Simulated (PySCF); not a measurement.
# Relaxation of quartet ReCl4

Level of theory: UPBE in PySCF with Re def2-SVP with ECP60, Cl def2-SVP; scalar-relativistic core potentials, no spin–orbit coupling; density-fitted integrals. A (50,194) grid was used.

A hand-made see-saw start, of C2v symmetry, held to at least that symmetry:

```xyz
5
charge 0 multiplicity 4, angstrom
Re    0.0000    0.0000   -0.3459
Cl    0.0000    2.2912   -0.1454
Cl    0.0000   -2.2912   -0.1454
Cl    1.8124    0.0000    1.0701
Cl   -1.8124    0.0000    1.0701
```

Optimiser trace:
```tsv
step	E − E(last) (kJ/mol)	largest gradient (Eh/bohr)
0	85.27	0.05568
1	48.56	0.03137
2	19.90	0.01187
3	11.02	0.01302
4	3.75	0.00674
5	1.14	0.00195
6	0.37	0.00149
7	0.15	0.00116
8	0.03	0.00090
9	0.01	0.00040
10	0.00	0.00011
```

It ends at C2v with Re–Cl 2.245 Å (×2), Re–Cl 2.306 Å (×2); Cl–Re–Cl 100.0° (×4), Cl–Re–Cl 115.4°, Cl–Re–Cl 142.2° (after a last refinement on a finer grid). A frequency run shows 1 imaginary mode, down to 99i cm⁻¹, so it is a saddle point.

Other spin states or occupations of the open shell can lie lower. No spin–orbit coupling is included, which matters more the heavier the element.
